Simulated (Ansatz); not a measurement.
Harmonic vibrations of C$_{2}$H$_{7}$BGaNS (`BC(S)/C=[N]\[GaH2]`) by finite differences.

```yaml
crystal:
  periodic: [false, false, false]
  atoms:
    - {symbol: B, position_ang: [0.407608, -1.714101, -0.998702]}
    - {symbol: C, position_ang: [-0.250817, -0.966283, 0.190945]}
    - {symbol: S, position_ang: [0.891172, -0.184226, 1.352624]}
    - {symbol: C, position_ang: [-1.249569, 0.073047, -0.427302]}
    - {symbol: N, position_ang: [-1.192372, 1.304921, -0.304719]}
    - {symbol: Ga, position_ang: [0.125581, 2.182698, 0.751631]}
    - {symbol: H, position_ang: [1.573625, -1.610584, -1.240027]}
    - {symbol: H, position_ang: [-0.295878, -2.356162, -1.719772]}
    - {symbol: H, position_ang: [-0.871122, -1.663863, 0.766629]}
    - {symbol: H, position_ang: [1.979349, -0.179164, 0.566784]}
    - {symbol: H, position_ang: [-2.040245, -0.433446, -0.999302]}
    - {symbol: H, position_ang: [-0.419369, 2.765385, 2.098355]}
    - {symbol: H, position_ang: [1.342057, 2.781798, -0.037134]}
basis:
  gaussian: {orbitals: def2-TZVP}
hamiltonian: {xc: pbe0, dispersion: d4}
phonons: {temperatures: {t_min: 298.15, t_max: 900, t_step: 200}}
```

```sh
$ ansatz run in.yaml --threads 2 --pin off --events-out ev --progress --plain --max-ram 22528MiB --backend cuda --devices 0, --max-vram 18GiB
```

Output, abridged:

```
Functional definition: PBE0
mean field -67552.59109277 eV, -2482.5119338687 hartree, gradient 3.2e-5 eV, S^2 0.000000; 0 other end points of the search recorded, 0 dependent functions left out
mean field -67552.59096926 eV, -2482.5119293296 hartree, gradient 1.5e-6 eV, S^2 0.000000; 0 other end points of the search recorded, 0 dependent functions left out
mean field -67552.59095678 eV, -2482.5119288711 hartree, gradient 1.5e-6 eV, S^2 0.000000; 0 other end points of the search recorded, 0 dependent functions left out
mean field -67552.59097084 eV, -2482.5119293877 hartree, gradient 1.5e-6 eV, S^2 0.000000; 0 other end points of the search recorded, 0 dependent functions left out
mean field -67552.59107614 eV, -2482.5119332573 hartree, gradient 1.5e-6 eV, S^2 0.000000; 0 other end points of the search recorded, 0 dependent functions left out
mean field -67552.59096566 eV, -2482.5119291975 hartree, gradient 1.5e-6 eV, S^2 0.000000; 0 other end points of the search recorded, 0 dependent functions left out
mean field -67552.59103035 eV, -2482.5119315746 hartree, gradient 1.4e-6 eV, S^2 0.000000; 0 other end points of the search recorded, 0 dependent functions left out
mean field -67552.59097367 eV, -2482.5119294915 hartree, gradient 1.4e-6 eV, S^2 0.000000; 0 other end points of the search recorded, 0 dependent functions left out
mean field -67552.59099707 eV, -2482.5119303514 hartree, gradient 1.5e-6 eV, S^2 0.000000; 0 other end points of the search recorded, 0 dependent functions left out
mean field -67552.59097215 eV, -2482.5119294356 hartree, gradient 1.5e-6 eV, S^2 0.000000; 0 other end points of the search recorded, 0 dependent functions left out
mean field -67552.59099389 eV, -2482.5119302349 hartree, gradient 1.4e-6 eV, S^2 0.000000; 0 other end points of the search recorded, 0 dependent functions left out
mean field -67552.59098262 eV, -2482.5119298204 hartree, gradient 1.5e-6 eV, S^2 0.000000; 0 other end points of the search recorded, 0 dependent functions left out
mean field -67552.59096141 eV, -2482.5119290410 hartree, gradient 1.4e-6 eV, S^2 0.000000; 0 other end points of the search recorded, 0 dependent functions left out
mean field -67552.59104391 eV, -2482.5119320728 hartree, gradient 1.5e-6 eV, S^2 0.000000; 0 other end points of the search recorded, 0 dependent functions left out
mean field -67552.59096926 eV, -2482.5119293295 hartree, gradient 1.4e-6 eV, S^2 0.000000; 0 other end points of the search recorded, 0 dependent functions left out
mean field -67552.59104785 eV, -2482.5119322176 hartree, gradient 1.4e-6 eV, S^2 0.000000; 0 other end points of the search recorded, 0 dependent functions left out
mean field -67552.59108170 eV, -2482.5119334617 hartree, gradient 1.5e-6 eV, S^2 0.000000; 0 other end points of the search recorded, 0 dependent functions left out
mean field -67552.59106644 eV, -2482.5119329008 hartree, gradient 1.5e-6 eV, S^2 0.000000; 0 other end points of the search recorded, 0 dependent functions left out
mean field -67552.59097999 eV, -2482.5119297238 hartree, gradient 1.4e-6 eV, S^2 0.000000; 0 other end points of the search recorded, 0 dependent functions left out
mean field -67552.59097172 eV, -2482.5119294199 hartree, gradient 1.4e-6 eV, S^2 0.000000; 0 other end points of the search recorded, 0 dependent functions left out
mean field -67552.59099185 eV, -2482.5119301596 hartree, gradient 1.5e-6 eV, S^2 0.000000; 0 other end points of the search recorded, 0 dependent functions left out
mean field -67552.59081819 eV, -2482.5119237780 hartree, gradient 1.4e-6 eV, S^2 0.000000; 0 other end points of the search recorded, 0 dependent functions left out
mean field -67552.59084161 eV, -2482.5119246384 hartree, gradient 1.5e-6 eV, S^2 0.000000; 0 other end points of the search recorded, 0 dependent functions left out
mean field -67552.59099613 eV, -2482.5119303171 hartree, gradient 1.4e-6 eV, S^2 0.000000; 0 other end points of the search recorded, 0 dependent functions left out
mean field -67552.59102801 eV, -2482.5119314885 hartree, gradient 1.5e-6 eV, S^2 0.000000; 0 other end points of the search recorded, 0 dependent functions left out
mean field -67552.59100544 eV, -2482.5119306591 hartree, gradient 1.5e-6 eV, S^2 0.000000; 0 other end points of the search recorded, 0 dependent functions left out
mean field -67552.59109528 eV, -2482.5119339609 hartree, gradient 1.5e-6 eV, S^2 0.000000; 0 other end points of the search recorded, 0 dependent functions left out
mean field -67552.59087246 eV, -2482.5119257722 hartree, gradient 1.4e-6 eV, S^2 0.000000; 0 other end points of the search recorded, 0 dependent functions left out
mean field -67552.59081620 eV, -2482.5119237047 hartree, gradient 1.5e-6 eV, S^2 0.000000; 0 other end points of the search recorded, 0 dependent functions left out
mean field -67552.59103699 eV, -2482.5119318185 hartree, gradient 1.4e-6 eV, S^2 0.000000; 0 other end points of the search recorded, 0 dependent functions left out
mean field -67552.59108069 eV, -2482.5119334244 hartree, gradient 1.5e-6 eV, S^2 0.000000; 0 other end points of the search recorded, 0 dependent functions left out
mean field -67552.59104513 eV, -2482.5119321177 hartree, gradient 1.5e-6 eV, S^2 0.000000; 0 other end points of the search recorded, 0 dependent functions left out
mean field -67552.59101996 eV, -2482.5119311927 hartree, gradient 1.4e-6 eV, S^2 0.000000; 0 other end points of the search recorded, 0 dependent functions left out
mean field -67552.59111246 eV, -2482.5119345919 hartree, gradient 1.5e-6 eV, S^2 0.000000; 0 other end points of the search recorded, 0 dependent functions left out
[...]
mean field -67552.59107656 eV, -2482.5119332726 hartree, gradient 1.5e-6 eV, S^2 0.000000; 0 other end points of the search recorded, 0 dependent functions left out
mean field -67552.59105144 eV, -2482.5119323497 hartree, gradient 1.5e-6 eV, S^2 0.000000; 0 other end points of the search recorded, 0 dependent functions left out
mean field -67552.59107017 eV, -2482.5119330378 hartree, gradient 1.5e-6 eV, S^2 0.000000; 0 other end points of the search recorded, 0 dependent functions left out
mean field -67552.59105434 eV, -2482.5119324564 hartree, gradient 1.5e-6 eV, S^2 0.000000; 0 other end points of the search recorded, 0 dependent functions left out
mean field -67552.59104844 eV, -2482.5119322395 hartree, gradient 1.4e-6 eV, S^2 0.000000; 0 other end points of the search recorded, 0 dependent functions left out
mean field -67552.59103558 eV, -2482.5119317667 hartree, gradient 1.5e-6 eV, S^2 0.000000; 0 other end points of the search recorded, 0 dependent functions left out
mean field -67552.59105760 eV, -2482.5119325759 hartree, gradient 1.4e-6 eV, S^2 0.000000; 0 other end points of the search recorded, 0 dependent functions left out
mean field -67552.59105418 eV, -2482.5119324504 hartree, gradient 1.4e-6 eV, S^2 0.000000; 0 other end points of the search recorded, 0 dependent functions left out
mean field -67552.59105375 eV, -2482.5119324345 hartree, gradient 1.5e-6 eV, S^2 0.000000; 0 other end points of the search recorded, 0 dependent functions left out
mean field -67552.59104418 eV, -2482.5119320829 hartree, gradient 1.5e-6 eV, S^2 0.000000; 0 other end points of the search recorded, 0 dependent functions left out
mean field -67552.59102778 eV, -2482.5119314801 hartree, gradient 1.5e-6 eV, S^2 0.000000; 0 other end points of the search recorded, 0 dependent functions left out
mean field -67552.59108282 eV, -2482.5119335027 hartree, gradient 1.5e-6 eV, S^2 0.000000; 0 other end points of the search recorded, 0 dependent functions left out
mean field -67552.59109464 eV, -2482.5119339371 hartree, gradient 1.5e-6 eV, S^2 0.000000; 0 other end points of the search recorded, 0 dependent functions left out
mean field -67552.59106640 eV, -2482.5119328993 hartree, gradient 1.5e-6 eV, S^2 0.000000; 0 other end points of the search recorded, 0 dependent functions left out
mean field -67552.59105226 eV, -2482.5119323799 hartree, gradient 1.5e-6 eV, S^2 0.000000; 0 other end points of the search recorded, 0 dependent functions left out
mean field -67552.59101884 eV, -2482.5119311515 hartree, gradient 1.5e-6 eV, S^2 0.000000; 0 other end points of the search recorded, 0 dependent functions left out
mean field -67552.59105390 eV, -2482.5119324401 hartree, gradient 1.5e-6 eV, S^2 0.000000; 0 other end points of the search recorded, 0 dependent functions left out
mean field -67552.59105751 eV, -2482.5119325727 hartree, gradient 1.5e-6 eV, S^2 0.000000; 0 other end points of the search recorded, 0 dependent functions left out
mean field -67552.59105829 eV, -2482.5119326012 hartree, gradient 1.4e-6 eV, S^2 0.000000; 0 other end points of the search recorded, 0 dependent functions left out
mean field -67552.59105550 eV, -2482.5119324988 hartree, gradient 1.5e-6 eV, S^2 0.000000; 0 other end points of the search recorded, 0 dependent functions left out
mean field -67552.59106510 eV, -2482.5119328516 hartree, gradient 1.4e-6 eV, S^2 0.000000; 0 other end points of the search recorded, 0 dependent functions left out
mean field -67552.59107983 eV, -2482.5119333928 hartree, gradient 1.5e-6 eV, S^2 0.000000; 0 other end points of the search recorded, 0 dependent functions left out
mean field -67552.59108797 eV, -2482.5119336919 hartree, gradient 1.5e-6 eV, S^2 0.000000; 0 other end points of the search recorded, 0 dependent functions left out
mean field -67552.59109941 eV, -2482.5119341124 hartree, gradient 1.5e-6 eV, S^2 0.000000; 0 other end points of the search recorded, 0 dependent functions left out
mean field -67552.59106745 eV, -2482.5119329379 hartree, gradient 1.5e-6 eV, S^2 0.000000; 0 other end points of the search recorded, 0 dependent functions left out
mean field -67552.59107148 eV, -2482.5119330860 hartree, gradient 1.5e-6 eV, S^2 0.000000; 0 other end points of the search recorded, 0 dependent functions left out
mean field -67552.59104593 eV, -2482.5119321470 hartree, gradient 1.5e-6 eV, S^2 0.000000; 0 other end points of the search recorded, 0 dependent functions left out
mean field -67552.59107597 eV, -2482.5119332511 hartree, gradient 1.5e-6 eV, S^2 0.000000; 0 other end points of the search recorded, 0 dependent functions left out
mean field -67552.59105402 eV, -2482.5119324446 hartree, gradient 1.5e-6 eV, S^2 0.000000; 0 other end points of the search recorded, 0 dependent functions left out
mean field -67552.59110250 eV, -2482.5119342260 hartree, gradient 1.5e-6 eV, S^2 0.000000; 0 other end points of the search recorded, 0 dependent functions left out
mean field -67552.59106381 eV, -2482.5119328044 hartree, gradient 1.5e-6 eV, S^2 0.000000; 0 other end points of the search recorded, 0 dependent functions left out
mean field -67552.59107266 eV, -2482.5119331296 hartree, gradient 1.5e-6 eV, S^2 0.000000; 0 other end points of the search recorded, 0 dependent functions left out
mean field -67552.59108467 eV, -2482.5119335708 hartree, gradient 1.5e-6 eV, S^2 0.000000; 0 other end points of the search recorded, 0 dependent functions left out
Total energy: -67552.93401569 eV, -2482.5245360534 hartree
Atom 0 at     0.407608    -1.714101    -0.998702 Å, force    -0.001551    -0.004092    -0.003588 eV/Å
Atom 1 at    -0.250817    -0.966283     0.190945 Å, force    -0.003017     0.003606     0.004208 eV/Å
Atom 2 at     0.891172    -0.184226     1.352624 Å, force     0.001022    -0.000231     0.002194 eV/Å
Atom 3 at    -1.249569     0.073047    -0.427302 Å, force     0.004949    -0.002440    -0.002571 eV/Å
Atom 4 at    -1.192372     1.304921    -0.304719 Å, force    -0.000937     0.000463    -0.000171 eV/Å
Atom 5 at     0.125581     2.182698     0.751631 Å, force    -0.000217     0.001668    -0.000144 eV/Å
Atom 6 at     1.573625    -1.610584    -1.240027 Å, force     0.000026     0.001427     0.000145 eV/Å
Atom 7 at    -0.295878    -2.356162    -1.719772 Å, force     0.000830     0.000755    -0.000176 eV/Å
Atom 8 at    -0.871122    -1.663863     0.766629 Å, force     0.001671    -0.000845    -0.000935 eV/Å
Atom 9 at     1.979349    -0.179164     0.566784 Å, force    -0.000655    -0.000614     0.000192 eV/Å
Atom 10 at    -2.040245    -0.433446    -0.999302 Å, force    -0.002263     0.000322     0.000852 eV/Å
Atom 11 at    -0.419369     2.765385     2.098355 Å, force     0.000236     0.000018    -0.000004 eV/Å
Atom 12 at     1.342057     2.781798    -0.037134 Å, force    -0.000095    -0.000038    -0.000002 eV/Å
Dipole moment:     0.217500    -0.740175     0.018285 e Å
Vibrations: 47.77 147.08 182.98 228.85 294.15 315.09 359.59 383.20 503.89 526.06 534.85 614.56 630.50 674.76 731.71 770.65 836.38 883.65 969.52 988.03 1049.90 1109.27 1209.21 1254.28 1347.18 1773.43 1961.75 1979.20 2590.63 2680.12 2711.77 3013.74 3058.74 cm⁻¹, zero-point energy 2.254187 eV
```

It took 83 s on 2 threads of an AMD EPYC 7R13 on a shared host and a share of an NVIDIA H100 80 GB, with 0.97 GiB of host memory at the peak.
